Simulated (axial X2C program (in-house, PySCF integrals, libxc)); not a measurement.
## Bond lengths and stretching modes, held linear, of CoOH⁺

Calculated with an in-house all-electron X2C program for linear molecules (integrals from PySCF): two-component X2C with atomic mean-field Coulomb and Gaunt terms, Gaussian nuclei, basis Co dyall-v3z, O dyall-av3z, H dyall-v3z with contracted cores. Spin-free rows use the one-electron spin-free X2C Hamiltonian.

Masses Co 58.933, O 15.995, H 1.008 u. States: 2c Ω = 7/2 (beyond evenly filled blocks: ω = -1/2, ω = 3/2, ω = 5/2); spin-free M_S = 3/2, Λ = 2 (beyond evenly filled blocks: π+α, π-α, δ+α, δ+β, δ-α).

MP2, spin-free: energies above the lowest point

| r(Co–O) (Å) | r(O–H) (Å) | E (meV) |
| --- | --- | --- |
| 1.6292 | 0.9389 | 57.54 |
| 1.6292 | 0.9630 | 42.78 |
| 1.6292 | 0.9871 | 58.01 |
| 1.6710 | 0.9389 | 14.09 |
| 1.6710 | 0.9630 | 0.00 |
| 1.6710 | 0.9871 | 15.96 |
| 1.6710 | 1.0111 | 57.07 |
| 1.7128 | 0.9389 | 33.36 |
| 1.7128 | 0.9630 | 19.74 |
| 1.7128 | 0.9871 | 36.17 |
| 1.7546 | 0.9630 | 90.50 |
| 1.7546 | 1.0111 | 149.19 |

Question: Fit a quadratic surface with cubic terms in each bond: where is the minimum, and what are the two stretching wavenumbers?

Answer: At MP2, spin-free: bonds 1.678 and 0.962 Å; harmonic stretches 845.1 and 3865.7 cm⁻¹; force constants 5.56, 8.34 and coupling 0.08 mdyn/Å.

The other levels and Hamiltonians give:

```
Hamiltonian      level  r(Co–O) (Å)  r(O–H) (Å)  lower stretch (cm⁻¹)  upper stretch (cm⁻¹)
         2c       PBE0        1.670       0.962                 838.8                3850.0
         2c         HF        1.719       0.937                 833.9                4163.7
         2c  BHandHLYP        1.680       0.951                 859.4                3976.9
         2c        MP2        1.678       0.962                 844.8                3867.4
  spin-free       PBE0        1.669       0.962                 839.1                3849.6
  spin-free         HF        1.718       0.937                 834.2                4163.5
  spin-free  BHandHLYP        1.680       0.951                 859.6                3976.5
```

Each state is one determinant, the lowest of a limited PBE0 search; the stretches come from a fit to these few points and carry an uncertainty of a few per cent. Other orders of the atoms were not compared. MP2 freezes inner shells (threshold -2 hartree). The molecule was held linear; bending was not examined, so a bent shape may lie lower. Note: functional without a current term on a determinant with orbital currents, of the molecule or an atom. Note: several unpaired electrons, one determinant need not be a pure state.
